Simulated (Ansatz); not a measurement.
C6H7B (`Bc1ccccc1`). The species carries charge 0 and has multiplicity 1. The structure was optimised at the PBE0-D4/def2-TZVP level.

```xyz
14

B     0.467    2.358    0.048
C     0.170    0.856    0.017
C    -0.874    0.339   -0.765
C    -1.146   -1.017   -0.796
C    -0.374   -1.889   -0.038
C     0.666   -1.407    0.747
C     0.932   -0.050    0.771
H    -0.194    3.118   -0.601
H     1.362    2.783    0.720
H    -1.475    1.024   -1.355
H    -1.956   -1.401   -1.405
H    -0.585   -2.953   -0.059
H     1.264   -2.094    1.335
H     1.743    0.331    1.382
```

Task: What is the dipole moment at ωB97M-V/def2-TZVPP? (An estimate is asked.)

Result: The calculation gave: 1.64 D, with components (-0.32, -1.61, -0.03) D in this frame, pointing from negative to positive charge.

Task: And with PBE, r2SCAN, B3LYP? (An estimate is asked.)

Result: Computed: PBE 1.93 D, r2SCAN 1.83 D, B3LYP 1.77 D.

Task: Give the Mulliken charges with ωB97M-V, B3LYP, PBE in def2-TZVPP. (Estimate.)

Result: Ansatz gave: 
```json
{"atom": "B1", "ωB97M-V": "-0.17", "B3LYP": "-0.08", "PBE": "-0.08"}
{"atom": "C2", "ωB97M-V": "-0.01", "B3LYP": "-0.02", "PBE": "0.03"}
{"atom": "C3", "ωB97M-V": "-0.11", "B3LYP": "-0.12", "PBE": "-0.11"}
{"atom": "C4", "ωB97M-V": "-0.12", "B3LYP": "-0.13", "PBE": "-0.12"}
{"atom": "C5", "ωB97M-V": "-0.08", "B3LYP": "-0.09", "PBE": "-0.07"}
{"atom": "C6", "ωB97M-V": "-0.12", "B3LYP": "-0.13", "PBE": "-0.12"}
{"atom": "C7", "ωB97M-V": "-0.11", "B3LYP": "-0.12", "PBE": "-0.11"}
{"atom": "H8", "ωB97M-V": "0.06", "B3LYP": "0.02", "PBE": "0.00"}
{"atom": "H9", "ωB97M-V": "0.06", "B3LYP": "0.02", "PBE": "0.00"}
{"atom": "H10", "ωB97M-V": "0.13", "B3LYP": "0.13", "PBE": "0.11"}
{"atom": "H11", "ωB97M-V": "0.12", "B3LYP": "0.13", "PBE": "0.12"}
{"atom": "H12", "ωB97M-V": "0.12", "B3LYP": "0.13", "PBE": "0.12"}
{"atom": "H13", "ωB97M-V": "0.12", "B3LYP": "0.13", "PBE": "0.12"}
{"atom": "H14", "ωB97M-V": "0.13", "B3LYP": "0.13", "PBE": "0.11"}
```

B3LYP here is the variant with VWN-RPA as its local correlation; programs differ in this.
